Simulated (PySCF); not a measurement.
**C6H9NOSi: full NMR table**

* Formula: C6H9NOSi
* SMILES: N#CCC1=C[SiH2]CCO1
* InChI: InChI=1S/C6H9NOSi/c7-2-1-6-5-9-4-3-8-6/h5H,1,3-4,9H2
* Point group of the computed structure: C1
* Degrees of unsaturation: 4
* Carbon signals: 6
* Proton signals: 5

Structure with atom numbers: `[N:1]#[C:2][CH2:3][C:4]1=[CH:5][SiH2:6][CH2:7][CH2:8][O:9]1` (H(Xn): hydrogen on atom n).

Calculated, not measured (PySCF 2.14): PBE0/pcSseg-1 with gauge-including orbitals, structure optimised with GFN2-xTB. No solvent, averaged over atoms made equivalent by symmetry, fast rotation or ring inversion, single conformer, non-relativistic Hamiltonian.

Shifts are taken against calculated references (same method and geometry level): ¹H (σref 31.72) and ¹³C (σref 186.93) and ²⁹Si (σref 349.16) vs TMS; ¹⁵N (σref 267.73) against NH3; H2O for ¹⁷O (σref 336.08).

| carbon | δC, type | δH (multiplicity) | HMBC from (2–3 bonds) | span of the C tensor (ppm) |
| --- | --- | --- | --- | --- |
| C2 | 121.8, C | – | H(C3) | 343 |
| C3 | 28.1, CH2 | 2.88 (s) | H(C5) | 39 |
| C4 | 172.0, C | – | H(C5), H(C8), H(Si6), H(C3) | 206 |
| C5 | 93.1, CH | 4.79 (t) | H(Si6), H(C3), H(C7) | 175 |
| C7 | 7.5, CH2 | 0.94 (m) | H(C5), H(C8), H(Si6) | 32 |
| C8 | 69.6, CH2 | 4.47 (m) | H(Si6), H(C7) | 75 |

Other nuclei:
```json
{"atoms": "H(Si6)", "nucleus": "¹H", "environment": "hydrogen on a silicon bonded to 2 C, in a 6-membered ring", "δ (ppm)": "4.45", "σ (ppm)": "27.27"}
{"atoms": "Si6", "nucleus": "²⁹Si", "environment": "silicon bonded to 2 C, 2 H, in a 6-membered ring", "δ (ppm)": "-67.6", "σ (ppm)": "416.8"}
{"atoms": "N1", "nucleus": "¹⁵N", "environment": "nitrile nitrogen", "δ (ppm)": "300.2", "σ (ppm)": "-32.5"}
{"atoms": "O9", "nucleus": "¹⁷O", "environment": "ether oxygen", "δ (ppm)": "151.0", "σ (ppm)": "185.1"}
```

1. Carbon types of the structure: 2 × C, 1 × CH, 3 × CH2, leaving 2 H on heteroatoms.
2. δC 172.0: alkene carbon bearing oxygen; an sp2 carbon further deshielded by the attached heteroatom.
3. δC 121.8: nitrile carbon; this is the usual window of a C≡N carbon, which has no attached hydrogen.
4. δC 93.1: β carbon of an enol-ether or enamine type C=C; the O or N lone pair pushes π density onto this β carbon and shields it.
5. δC 69.6: sp3 CH2 bonded to O; the inductive effect lowers its shielding.
6. δC 7.5: sp3 CH2 bonded to Si; an electropositive neighbour leaves it electron-rich and shielded.

Shifts are as computed. Against solution values, carbons near 30 ppm lie about +3 ppm off and those near 130 ppm about +5 ppm. Of 1309 compounds with measured shifts, 239 miss one by over three times the rms of a fit or turn the order of signals round; such compounds aren't used in these exercises. Experimental scales use liquid or dissolved standards, which lie at an offset from isolated NH3 (liquid NH3: subtract about 20 ppm) and H2O (liquid H2O: subtract about 36 ppm). Unscaled 15N shifts of sp2 nitrogen come out 20 to 40 ppm too high even then. Multiplicities follow the n + 1 count of equivalent neighbours, as no J values were calculated; m marks all less simple cases, F and P coupling included.
